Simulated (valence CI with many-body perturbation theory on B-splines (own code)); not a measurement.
Values are calculated unless marked as measured or tabulated.
# Au73+: what the settings do

Level of theory: configuration interaction combined with many-body perturbation theory (CI+MBPT): four valence electrons over a frozen Dirac-Fock core [He], radial functions for each j: 6 s, 6 p, 5 d, 3 f, 1 g, with the one-electron correlation potential Σ1, the two-electron term Σ2, the three-electron term Σ3, Breit, model QED; selected CI, second order for the rest, scaled by the run's own slope (own B-spline code, finite nucleus).

No measured spectrum was set against this ion. As an estimate, large intervals hold to a few tenths of a per cent, small ones and those within an open d or f shell to about a per cent.

The reference run has the lowest level (2s^2 2p1/2^2) J=0 and an ionisation energy of 21474.3 eV. Its largest variational space holds 7407 state functions.

Levels are named by their leading jj configuration (3d3/2^4 stands for four electrons in 3d with j = 3/2), which in mixed levels can hold well under half, so a name can repeat and another be missing. Letters in brackets count levels of one name in rising energy.

Changed runs:
A. lowest core n in screening and Σ2 1 → 4
B. box radius (bohr) 0.78876 → 3.2
C. Davidson tolerance 2e-05 → 0.0003
D. start configuration 2s2 2p2 → 2s2 2p3 (bad on purpose)

Excitation energies of the reference run in eV, and shifts in cm⁻¹:

| Level | Reference | B | C |
| --- | --- | --- | --- |
| (2s^2 2p1/2 2p3/2) J=1 | 1916.1 | +34 | 0 |
| (2s^2 2p1/2 2p3/2) J=2 | 1934.3 | +34 | 0 |
| (2s 2p1/2^2 2p3/2) J=2 | 2253.4 | -9.1 | 0 |
| (2s 2p1/2^2 2p3/2) J=1 | 2349.6 | -9.2 | 0 |
| (2s^2 2p3/2^2) J=2 | 3879.4 | +68 | 0 |
| (2s^2 2p3/2^2) J=0 | 3948.7 | +68 | 0 |
| (2s 2p1/2 2p3/2^2) J=2 [a] | 4138.6 | +25 | 0 |
| (2s 2p1/2 2p3/2^2) J=3 | 4184.4 | +25 | 0 |
| (2s 2p1/2 2p3/2^2) J=0 | 4255.7 | +25 | 0 |
| (2s 2p1/2 2p3/2^2) J=1 [a] | 4280.5 | +24 | 0 |
| (2s 2p1/2 2p3/2^2) J=2 [b] | 4288.8 | +25 | 0 |
| (2s 2p1/2 2p3/2^2) J=1 [b] | 4293.9 | +24 | 0 |
| Ionisation energy (eV) | 21474.3 | +0.004 | 0 |

No effect on these energies: C.

Run A: It gave no result: the setting left no core shell for the response of the core. The program said: "need at least one array to concatenate".

Run D: It gave no result: the electrons of core and valence do not add up to the charge. The program said: "core and valence hold 7 electrons, the ion has 6".
